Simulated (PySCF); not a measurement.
Molfile (atoms numbered from 1):
```
C4H12BN
     RDKit          3D

 18 17  0  0  0  0  0  0  0  0999 V2000
    1.9247    0.7538    0.2150 B   0  0  0  0  0  0  0  0  0  0  0  0
    1.1654   -0.2330   -0.8312 N   0  0  0  0  0  0  0  0  0  0  0  0
    0.4032   -1.3537   -0.2514 C   0  0  0  0  0  0  0  0  0  0  0  0
   -0.8971   -0.8665    0.3790 C   0  0  0  0  0  0  0  0  0  0  0  0
   -1.8036   -0.2362   -0.6340 C   0  0  0  0  0  0  0  0  0  0  0  0
   -1.9797    1.0808   -0.7734 C   0  0  0  0  0  0  0  0  0  0  0  0
    2.6839    0.0330    0.8548 H   0  0  0  0  0  0  0  0  0  0  0  0
    1.0674    1.2784    0.9154 H   0  0  0  0  0  0  0  0  0  0  0  0
    2.5135    1.5698   -0.4855 H   0  0  0  0  0  0  0  0  0  0  0  0
    0.5287    0.3311   -1.4040 H   0  0  0  0  0  0  0  0  0  0  0  0
    1.8771   -0.5931   -1.4667 H   0  0  0  0  0  0  0  0  0  0  0  0
    1.0446   -1.8258    0.5060 H   0  0  0  0  0  0  0  0  0  0  0  0
    0.1892   -2.0976   -1.0380 H   0  0  0  0  0  0  0  0  0  0  0  0
   -1.3888   -1.7340    0.8473 H   0  0  0  0  0  0  0  0  0  0  0  0
   -0.6563   -0.1491    1.1766 H   0  0  0  0  0  0  0  0  0  0  0  0
   -2.3156   -0.9180   -1.3265 H   0  0  0  0  0  0  0  0  0  0  0  0
   -2.6326    1.4915   -1.5483 H   0  0  0  0  0  0  0  0  0  0  0  0
   -1.4850    1.7923   -0.1035 H   0  0  0  0  0  0  0  0  0  0  0  0
  1  2  1  0
  2  3  1  0
  3  4  1  0
  4  5  1  0
  5  6  2  0
  1  7  1  0
  1  8  1  0
  1  9  1  0
  2 10  1  0
  2 11  1  0
  3 12  1  0
  3 13  1  0
  4 14  1  0
  4 15  1  0
  5 16  1  0
  6 17  1  0
  6 18  1  0
M  CHG  2   1  -1   2   1
M  END
```

Geometry: PBE0-D3(BJ)/def2-SVP; GIAO shifts from PySCF 2.14, gas phase, non-relativistic, averaged over equivalent atoms.

At CAM-B3LYP/pcSseg-1 (162 basis functions, 23 s wall time on 1 thread of an Arm Neoverse V1, shared host):
| atoms | δ (ppm) |
| --- | --- |
| B1 | -24.3 |
| N2 | 53.5 |
| C5 | 145.6 |
| C6 | 134.2 |
| C3 | 45.8 |
| C4 | 30.2 |
| H18 | 5.97 |
| H16 | 5.73 |
| H17 | 5.63 |
| H10/H11 | 2.64 |
| H14/H15 | 2.55 |
| H12/H13 | 2.44 |
| H7/H8/H9 | 1.91 |

Scale: BF3·OEt2 for 11B (σref 99.35); 15N (σref 267.29) vs NH3; 13C (σref 182.45), 1H (σref 31.33) against TMS (reference shieldings calculated alike).

Q: Predict the values at PBE0/pcSseg-1 on the same geometry.

A: 
```tsv
atoms	δ at PBE0/pcSseg-1	change
B1	-25.1	-0.8
N2	51.5	-2.0
C5	142.3	-3.3
C6	132.0	-2.2
C3	45.5	-0.3
C4	30.4	+0.2
H18	6.02	+0.05
H16	5.76	+0.03
H17	5.70	+0.07
H10/H11	2.69	+0.05
H14/H15	2.60	+0.05
H12/H13	2.45	+0.01
H7/H8/H9	1.94	+0.03
```

Scale: 11B (σ = 100.73 ppm) against BF3·OEt2; NH3 for 15N (σ = 265.67 ppm); TMS for 13C (σ = 184.41 ppm), 1H (σ = 31.27 ppm) (reference shieldings calculated alike).

The largest change is at C5 (alkene CH). Cost: 162 basis functions, 20 s wall time on 1 thread of an Arm Neoverse V1, shared host. The order of the carbon signals is the same at both levels.

Experimental scales use liquid or dissolved standards, which lie at an offset from isolated NH3 (liquid NH3: subtract about 20 ppm).
